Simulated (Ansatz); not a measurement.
Pt3⁺, relaxed as a quartet with UKS B3LYP-D4/def2-TZVP in Ansatz, starting from the B3LYP-D4/def2-TZVP geometry of the charge +1 doublet. Force threshold 0.02 eV/Å.

In the def2 sets Pt takes a core potential; there is no spin–orbit coupling. The relaxation made no stability test and no search for a lower SCF solution. The structure comes from a short search, and lower isomers may exist.

Start:

```xyz
3

Pt    0.759    0.354   -1.210
Pt    0.144   -1.270    0.652
Pt   -0.903    0.916    0.559
```

Q: Estimate the energy that the relaxation releases and the steps that it takes.

A: 0.02 eV, in 4 steps; 16 s on 4 threads of AMD EPYC 7R43 on a shared host. No frequencies were taken in this run, so the end may be a saddle point.

Q: Does the start keep its bonding and symmetry?

A: By distances, no bond broke or formed. The bond that changes most is Pt2–Pt3, from 2.43 to 2.47 Å (atoms count from 1). Point group Cs at the start, C2v at the end, both within 0.05 Å.

Q: Predict the relaxed structure.

A: 
Cartesian coordinates in Å:
```
Pt 0.7503 0.3657 -1.2065
Pt 0.1525 -1.3007 0.6613
Pt -0.9028 0.9350 0.5452
```
Bond lengths (bridged metal pairs left out): 3 × Pt–Pt 2.47 to 2.57 Å.
